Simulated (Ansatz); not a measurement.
Compare A (`[OH][GeH]([OH])[SiH3]`) with its isomer B (`O[SiH2][O][GeH3]`).

Program: Ansatz. Geometries: PBE0-D4/def2-TZVP. ΔE: electronic, gas phase. CBS: MP2 limit from def2 TZ/QZ plus the TZ coupled-cluster correction, frozen cores. Functionals use def2-TZVPP. B3LYP here is the variant with VWN-RPA as its local correlation; programs differ in this. For Ge outer-core shells are correlated without core-valence functions, which leaves a few kJ/mol of doubt a bond. Scalar relativity is left out up to krypton. One conformer a species, not always the lowest.

Problem. Which isomer does CCSD(T)/CBS put lower? Give the gap. (Best estimate.)

Solution. The calculation gave: B, by 39.1 kcal/mol.

Problem. Give E(B) − E(A) in kcal/mol with PBE0-D4, CCSD(T)/def2-SVP, HF/def2-TZVPP, B3LYP-D4, B2PLYP, r2SCAN-D4, CCSD(T)/def2-TZVPP. (An estimate is asked.)

Solution. Computed: PBE0-D4 -35.2, CCSD(T)/def2-SVP -36.7, HF/def2-TZVPP -46.1, B3LYP-D4 -38.5, B2PLYP -39.6, r2SCAN-D4 -37.5, CCSD(T)/def2-TZVPP -38.9. None reverses the order clearly.

Problem. Does the order hold for the free energy at 298.15 K (harmonic terms from PBE0-D4)? (An estimate is asked.)

Solution. Computed: Yes: G(B) − G(A) = -39.3 kcal/mol, for one conformer each. Modes under 60 cm⁻¹, often nearly free rotors, make the harmonic entropy too high.

Largest T1 diagnostic: 0.013.

In def2-TZVPP, CCSD(T) changes the Hartree–Fock value by +7.2 kcal/mol (the triples alone add +1.2 kcal/mol) and MP2 by +5.8 kcal/mol. Leaving LDA and LC-ωPBE aside and taking each functional with its dispersion term where it has one, the values, not all of them listed here, spread over 10.4 kcal/mol, from BHLYP-D4 to revPBE-D4. LDA lies −2.8 kcal/mol from PBE without D4.
